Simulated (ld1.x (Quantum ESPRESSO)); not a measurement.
**Reading a pseudo-wave (thulium)**

Columns: radius, all-electron u(r) and pseudo u(r) of the 6p shell (level -11.21 eV) of thulium in the configuration [Xe] 4f12 5d1 6s0 6p0; PBE, scalar-relativistic, PAW scheme, ld1.x (Quantum ESPRESSO) 7.5.

```json
{"r (bohr)": "0.192", "all-electron": "-0.0926", "pseudo": "0.0031"}
{"r (bohr)": "0.385", "all-electron": "0.1614", "pseudo": "0.0126"}
{"r (bohr)": "0.578", "all-electron": "0.0480", "pseudo": "0.0284"}
{"r (bohr)": "0.770", "all-electron": "-0.1568", "pseudo": "0.0503"}
{"r (bohr)": "0.962", "all-electron": "-0.2702", "pseudo": "0.0783"}
{"r (bohr)": "1.155", "all-electron": "-0.2802", "pseudo": "0.1123"}
{"r (bohr)": "1.348", "all-electron": "-0.2181", "pseudo": "0.1516"}
{"r (bohr)": "1.540", "all-electron": "-0.1171", "pseudo": "0.1955"}
{"r (bohr)": "1.732", "all-electron": "-0.0004", "pseudo": "0.2429"}
{"r (bohr)": "1.925", "all-electron": "0.1173", "pseudo": "0.2931"}
{"r (bohr)": "2.118", "all-electron": "0.2266", "pseudo": "0.3443"}
{"r (bohr)": "2.310", "all-electron": "0.3222", "pseudo": "0.3945"}
{"r (bohr)": "2.502", "all-electron": "0.4024", "pseudo": "0.4421"}
{"r (bohr)": "2.695", "all-electron": "0.4671", "pseudo": "0.4857"}
{"r (bohr)": "2.888", "all-electron": "0.5163", "pseudo": "0.5229"}
{"r (bohr)": "3.080", "all-electron": "0.5508", "pseudo": "0.5523"}
{"r (bohr)": "3.272", "all-electron": "0.5724", "pseudo": "0.5724"}
{"r (bohr)": "3.465", "all-electron": "0.5826", "pseudo": "0.5826"}
{"r (bohr)": "3.658", "all-electron": "0.5830", "pseudo": "0.5830"}
{"r (bohr)": "3.850", "all-electron": "0.5751", "pseudo": "0.5751"}
{"r (bohr)": "4.043", "all-electron": "0.5606", "pseudo": "0.5606"}
{"r (bohr)": "4.235", "all-electron": "0.5409", "pseudo": "0.5409"}
{"r (bohr)": "4.428", "all-electron": "0.5171", "pseudo": "0.5171"}
{"r (bohr)": "4.620", "all-electron": "0.4905", "pseudo": "0.4905"}
{"r (bohr)": "4.812", "all-electron": "0.4619", "pseudo": "0.4619"}
{"r (bohr)": "5.005", "all-electron": "0.4322", "pseudo": "0.4322"}
```

Problem. How many radial nodes do the two functions have?

Solution. The all-electron 6p function has n − l − 1 = 4 (the table is too coarse to show those close to the nucleus); the pseudo-wave has 0, since the states of the same l below it are removed with the core.

Problem. At about which radius was the pseudo-wave matched?

Solution. 3.35 bohr, where the columns begin to agree (steps of 0.19 bohr).

Problem. Is the pseudo-wave norm-conserving?

Solution. No, it belongs to a PAW set: the norm inside the radius is not constrained, and the difference is carried by the augmentation charge.
